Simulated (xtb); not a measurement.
C3H9BFN, SMILES FB(C)NCC. All values are semi-empirical tight-binding results from xtb (GFN2-xTB unless named), good for trends rather than for accurate numbers. Geometry: GFN2-xTB. This is a generated structure with no PubChem entry under its InChIKey; it may be hypothetical. One conformer was computed; it need not be the lowest.

```json
{
  "orbital_gap": "6.35 eV",
  "dipole_moment": "2.83 D",
  "zero_point_energy": "78.5 kcal/mol",
  "G − E(el) at 298.15 K (modified RRHO)": "58.1 kcal/mol",
  "static polarisability (D4 model)": "61.1 bohr³",
  "solvation energy, GFN2-xTB/ALPB(water)": "-3.4 kcal/mol",
  "solvation energy, GFN2-xTB/ALPB(dmso)": "-6.4 kcal/mol"
}
```

Computed IR lines (harmonic; lines under 4 % of the strongest left out, lines within 3 cm⁻¹ merged):
ν (cm⁻¹): 458 (w), 668 (s), 878 (m), 959 (w), 1098 (w), 1141 (w), 1202 (vs), 1249 (m), 1302 (m), 1344 (w), 1390 (m), 1473 (w), 1488 (vs), 1491 (m), 1497 (w), 1501 (m), 2910 (m), 2998 (w), 3023 (m), 3033 (m), 3045 (m), 3058 (w) (against the strongest line: vs over 80 %, s over 45 %, m over 15 %, w over 4 %, vw less)
